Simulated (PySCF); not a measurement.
NbBr2, SMILES [Br][Nb][Br] (connectivity only; charge and spin as stated), neutral, multiplicity 4.

The structure is a stationary point at PBE-D3(BJ)/def2-SVP. The spin state was assumed, not searched. The def2 effective core potentials stand for the cores of Nb; spin–orbit coupling is left out.

These are PBE-D3(BJ)/def2-SVP (PySCF) values and carry that method's errors.

Frequencies are harmonic and unscaled.

A small imaginary wavenumber (i) marks a very flat motion, where grid noise or a shallow saddle decides the sign.

Modes within 1.5 cm⁻¹ of each other (mostly degenerate sets) share a row, with their intensities summed.

**Question.** List the normal modes with their intensities. (An estimate is asked for; the answer gives what the named calculation found.)

**Answer.** 
| mode | ν (cm⁻¹) | IR (km/mol) | moving atoms (share of kinetic energy) |
|---|---|---|---|
| 1–2 | 14i | 2.2 | Nb 63 %, Br 37 % |
| 3 | 217 | 0.0 | Br 100 % |
| 4 | 324 | 92.0 | Nb 63 %, Br 37 % |
